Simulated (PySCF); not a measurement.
Run record: excited-state job, `CC[O][Ti]([O]CC)([O]CC)[O]CC` (Ti(OEt)4).

Method: TDDFT wB97X-D/def2-SVPD, vertical, gas phase, core orbitals frozen in the response (PySCF 2.14.0, density-fitted response routines). Geometry: PBE0-D3(BJ)/def2-SVP. The command runs a driver script over a list of jobs; the input below is this job's line of settings and its coordinates in Å.

Command:
```bash
OMP_NUM_THREADS=2 python probes_run.py task.json out
```

Input:
```
{"job": {"kind": "uv", "xc": "wB97X-D", "basis": "def2-SVPD", "ip": false, "nstates": 15}, "charge": 0, "multiplicity": 1}
Ti     0.107779     0.256073     0.280680
O      0.700747     1.032942     1.773842
C      1.326830     0.905332     3.004685
C      1.289827    -0.515783     3.536886
H      2.378939     1.241019     2.920158
H      0.838422     1.587218     3.726761
H      1.790327    -0.579002     4.515585
H      0.250658    -0.859657     3.654418
H      1.794819    -1.203764     2.841583
O      1.207112     0.528262    -1.083882
C      1.793806     0.854151    -2.294528
C      3.026263     1.714807    -2.102618
H      2.059935    -0.074558    -2.835044
H      1.061565     1.389471    -2.930214
H      3.481962     1.965261    -3.073146
H      2.763705     2.652065    -1.588862
H      3.775356     1.190459    -1.490287
O     -1.499704     0.905902    -0.112355
C     -2.598380     1.023722    -0.949909
C     -2.196620     1.355255    -2.374083
H     -3.181235     0.082258    -0.934244
H     -3.268554     1.809771    -0.553027
H     -3.083606     1.464220    -3.017253
H     -1.627527     2.297117    -2.404624
H     -1.559294     0.560991    -2.793492
O     -0.040454    -1.487441     0.560186
C     -0.613718    -2.743667     0.657850
C     -2.109885    -2.705685     0.407851
H     -0.130377    -3.425331    -0.067942
H     -0.409070    -3.155432     1.664617
H     -2.548905    -3.710742     0.501288
H     -2.605782    -2.037884     1.128645
H     -2.319234    -2.329149    -0.605246
```

Q: What does the run print?

A: 
```
coarse grid: 119056 points
cycle   1  E = -1466.2417007528  dE =  1.381e+00  |g| = 1.564e+00  |ddm| = 8.965e+00
cycle   2  E = -1464.1726693431  dE =  2.069e+00  |g| = 4.063e+00  |ddm| = 7.651e+00
cycle   3  E = -1466.6605936276  dE = -2.488e+00  |g| = 5.955e-01  |ddm| = 5.592e+00
cycle   4  E = -1466.7272994861  dE = -6.671e-02  |g| = 1.903e-01  |ddm| = 1.782e+00
cycle   5  E = -1466.7351794014  dE = -7.880e-03  |g| = 2.353e-02  |ddm| = 4.622e-01
cycle   6  E = -1466.7352955739  dE = -1.162e-04  |g| = 1.098e-02  |ddm| = 8.051e-02
cycle   7  E = -1466.7353174619  dE = -2.189e-05  |g| = 5.538e-03  |ddm| = 2.140e-02
cycle   8  E = -1466.7353236284  dE = -6.166e-06  |g| = 6.966e-04  |ddm| = 7.670e-03
final grid: 255192 points
cycle   9  E = -1466.7348314128  dE = -3.287e-06  |g| = 7.186e-04  |ddm| = 3.636e-02
cycle  10  E = -1466.7348314483  dE = -3.554e-08  |g| = 7.736e-04  |ddm| = 3.981e-03
cycle  11  E = -1466.7348315575  dE = -1.092e-07  |g| = 1.777e-04  |ddm| = 1.129e-03
cycle  12  E = -1466.7348315658  dE = -8.232e-09  |g| = 6.454e-05  |ddm| = 4.520e-04
cycle  13  E = -1466.7348315668  dE = -1.004e-09  |g| = 3.670e-05  |ddm| = 1.627e-04
cycle  14  E = -1466.7348315671  dE = -3.333e-10  |g| = 1.158e-05  |ddm| = 9.355e-05
converged SCF energy = -1466.7348315671

Static polarisability (au): isotropic 157.790, principal 137.086 164.131 172.154

Singlet excitations
state   eV       nm        f      main configurations
  1   5.4637    226.9   0.00133   H->L 0.49, H->L+1 0.32, H-2->L 0.10
  2   5.5431    223.7   0.00072   H-2->L 0.42, H->L+1 0.40
  3   5.5888    221.8   0.00035   H-1->L+1 0.67, H-1->L 0.13, H-2->L+1 0.13
  4   5.7228    216.6   0.02907   H->L 0.30, H-1->L 0.25, H-2->L 0.16
  5   5.8027    213.7   0.03242   H-1->L 0.41, H-2->L 0.23, H-1->L+1 0.10
  6   5.8367    212.4   0.01717   H-2->L+1 0.70, H-1->L+1 0.12
  7   6.0764    204.0   0.00207   H->L+3 0.40, H->L+2 0.29
  8   6.1738    200.8   0.00580   H-1->L+3 0.26, H-1->L+2 0.23, H-4->L 0.13
  9   6.1861    200.4   0.00107   H-3->L 0.60, H-3->L+1 0.08
 10   6.2073    199.7   0.00404   H-2->L+3 0.21, H-4->L 0.16, H-3->L 0.14
 11   6.3633    194.8   0.00414   H-4->L 0.24, H-3->L+1 0.13, H-2->L+3 0.10
 12   6.3967    193.8   0.00170   H->L+4 0.19, H-1->L+4 0.14, H-2->L+4 0.09
 13   6.4572    192.0   0.01041   H-3->L+1 0.29, H->L+4 0.14, H-1->L+4 0.11
 14   6.4635    191.8   0.00914   H-1->L+4 0.30, H-2->L+4 0.10, H-5->L+1 0.10
 15   6.5262    190.0   0.02060   H-4->L+1 0.25, H->L+5 0.11, H->L+8 0.10

Triplet excitations (Tamm-Dancoff, eV): 5.2404 5.2883 5.3445 5.3793
```

The SCF starts on a coarse grid where the log names one; the energy can jump when the final grid takes over, and dE then counts from the start density on the new grid. H and L stand for HOMO and LUMO; the number after each pair is its weight.

Q: How does the lowest singlet excitation compare with the HOMO–LUMO gap?

A: HOMO -9.28 eV and LUMO 1.29 eV give a gap of 10.57 eV; S1 at 5.46 eV lies 5.11 eV below it.

Q: Give the mean polarisability as a volume in Å³, and the ratio of the largest to the smallest principal value.

A: 157.790 au × 0.148185 = 23.38 Å³; 172.154/137.086 = 1.26.

Main results: HOMO -9.28 eV, LUMO 1.29 eV; lowest singlet 5.46 eV; lowest triplet 5.24 eV (Tamm–Dancoff); mean polarisability 157.8 au.

The geometry optimisation had not met its thresholds, so the values belong to a structure short of the stationary point.

Time: 5.1 min wall, 11 min CPU (with the writing of density and orbital grids); peak memory 4.1 GiB. Hardware: Intel Xeon Platinum 8488C, 2 threads, on a shared host.
Labels such as C1 count atoms from 1, the log's own numbers from 0.

wB97X-D is run here without its empirical dispersion term; that term would change no orbital, density or response property at a fixed geometry.
